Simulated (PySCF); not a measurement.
HgI₂, SMILES [I][Hg][I]. Heavy atoms are numbered as in [Hg:1]([I:2])[I:3].

Coordinates come from a PBE-D3(BJ)/def2-SVP optimisation. The isomer is the one that the SMILES or the coordinates give; other isomers of the formula were not compared. The def2 effective core potentials stand for the cores of Hg, I; spin–orbit coupling is left out.

Level of theory: HF/def2-TZVPD run with PySCF.

Mulliken values depend strongly on the basis, most of all with diffuse functions as here. ESP charges are fitted to the potential on shells at 1.4 to 2.0 van der Waals radii. Atomic charges (e), one atom of each kind:

| atom | Mulliken | ESP fit |
|---|---|---|
| Hg1 | 0.71 | … |
| I2 | -0.35 | … |

Task: Some entries are withheld; supply them. (The exact figures need the calculation; the answer reports its results.)

Result: 
- Hg1, ESP fit: 0.53
- I2, ESP fit: -0.26
